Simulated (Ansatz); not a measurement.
`NCS[SiH2]O` + `N=C[SiH3]` → `N=C[SiH2]O` + `NCS[SiH3]`  (redistribution)

Gas-phase electronic energies from Ansatz, PBE0-D4/def2-TZVP geometries. CBS: MP2 limit from def2 TZ/QZ plus the TZ coupled-cluster correction, frozen cores. DFT in def2-TZVPP. B3LYP here is the variant with VWN-RPA as its local correlation; programs differ in this. HSE06 is defined as in plane-wave codes. Each species was taken in one conformer, which may not be the lowest.

```json
{"level": "LDA (SPW92)", "ΔE (kJ/mol)": "9.1", "difference from CCSD(T)/CBS": "-1.1"}
{"level": "PBE-D4", "ΔE (kJ/mol)": "15.0", "difference from CCSD(T)/CBS": "4.8"}
{"level": "HSE06-D4", "ΔE (kJ/mol)": "12.0", "difference from CCSD(T)/CBS": "1.8"}
{"level": "CAM-B3LYP-D4", "ΔE (kJ/mol)": "10.9", "difference from CCSD(T)/CBS": "0.7"}
{"level": "PBE-QIDH", "ΔE (kJ/mol)": "9.5", "difference from CCSD(T)/CBS": "-0.7"}
{"level": "B3LYP", "ΔE (kJ/mol)": "14.6", "difference from CCSD(T)/CBS": "4.4"}
{"level": "RPA@PBE/def2-TZVPP", "ΔE (kJ/mol)": "10.6", "difference from CCSD(T)/CBS": "0.4"}
{"level": "HF/def2-SVP", "ΔE (kJ/mol)": "11.0", "difference from CCSD(T)/CBS": "0.8"}
{"level": "HF/def2-QZVPP", "ΔE (kJ/mol)": "11.0", "difference from CCSD(T)/CBS": "0.8"}
{"level": "MP2/CBS(def2)", "ΔE (kJ/mol)": "9.9", "difference from CCSD(T)/CBS": "-0.3"}
{"level": "CCSD(T)/CBS", "ΔE (kJ/mol)": "10.2", "difference from CCSD(T)/CBS": "0"}
```

Largest T1 diagnostic among the species: 0.012.

From PBE to PBE0 (25 % exact exchange), in def2-TZVPP and without D4, ΔE moves by −3.4 kJ/mol. Leaving LDA and LC-ωPBE aside and taking each functional with its dispersion term where it has one, the values, not all of them listed here, spread over 7.0 kJ/mol, from PBE-QIDH to BLYP-D4. LDA lies −6.3 kJ/mol from PBE without D4.

CCSD(T)/CBS has its own doubt, a few kJ/mol and more with outer-core shells, so smaller differences from it don't rank the levels.
